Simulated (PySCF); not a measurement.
C3H7BO2, SMILES OCB1CCO1.

Coordinates come from a B3LYP-D3(BJ)/def2-SVP optimisation. This is a generated structure with no PubChem entry under its InChIKey; it may be hypothetical. The values are those of a single conformer.

The numbers are results of PBE/def2-TZVP in PySCF, not measurements.

Isolated molecule, no solvent.

The total energy is -293.59703 hartree, the highest occupied level comes out as -5.91 eV and the lowest empty level is -0.81 eV. The orbital gap is 5.11 eV and the dipole moment comes out as 2.77 D. The quadrupole, principal values (traceless, Buckingham form, about the centre of nuclear charge) comes out as -5.32, 1.40, 3.92 D·Å. The mean static polarisability is 56.7 bohr³ (8.40 Å³). The polarisability, principal values comes out as 46.5, 56.6, 67.1 bohr³.
